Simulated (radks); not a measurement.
Valence configurations of Pt I (all share [Xe]). Method: scalar-relativistic Kohn-Sham, LDA (Slater exchange, Perdew-Wang correlation), spin-polarised, spherical densities, finite nucleus; open shells are filled with parallel spins first (spin-orbit coupling, left out, can overturn this in heavy ions); Fermi nuclear charge, rms radius 5.427 fm; computed with a radial shooting solver on a logarithmic mesh with Libxc functionals. Energies are relative to 4f14 5d9 6s1; eigenvalues in eV for spin up.

4f14 5d9 6s1: E (eV) 0.000; moment (Bohr magnetons) 2; e(4f) -70.516; e(5d) -6.703; e(6s) -6.310
4f14 5d8.5 6s1.5: E (eV) 0.311; moment (Bohr magnetons) 2; e(4f) -71.918; e(5d) -7.708; e(6s) -6.660
4f14 5d10: E (eV) 0.445; moment (Bohr magnetons) 0; e(4f) -68.065; e(5d) -4.721
4f14 5d8 6s2: E (eV) 0.805; moment (Bohr magnetons) 2; e(4f) -73.385; e(5d) -8.759; e(6s) -7.019
4f14 5d9 6p1: E (eV) 5.271; moment (Bohr magnetons) 2; e(4f) -72.456; e(5d) -8.516; e(6p) -2.229
4f14 5d8 6s1 6p1: E (eV) 5.589; moment (Bohr magnetons) 4; e(4f) -75.152; e(5d) -10.595; e(6p) -2.627; e(6s) -8.655
4f13 5d10 6s1: E (eV) 69.108; moment (Bohr magnetons) 2; e(4f) -81.853; e(5d) -7.364; e(6s) -6.185
4f13 5d10 6p1: E (eV) 74.366; moment (Bohr magnetons) 2; e(4f) -83.907; e(5d) -9.299; e(6p) -2.176
4f12 5d10 6s2: E (eV) 150.49; moment (Bohr magnetons) 2; e(4f) -96.914; e(5d) -10.483; e(6s) -6.865
4f12 5d8.5 6s1.5 6p2: E (eV) 169.57; moment (Bohr magnetons) 6; e(4f) -105.88; e(5d) -18.034; e(6p) -3.914; e(6s) -11.258

NIST lists [Xe] 4f14 5d9 6s1 as the ground configuration; this level of theory agrees among the configurations tried. The energies are those of spherical high-spin densities, not of single terms.
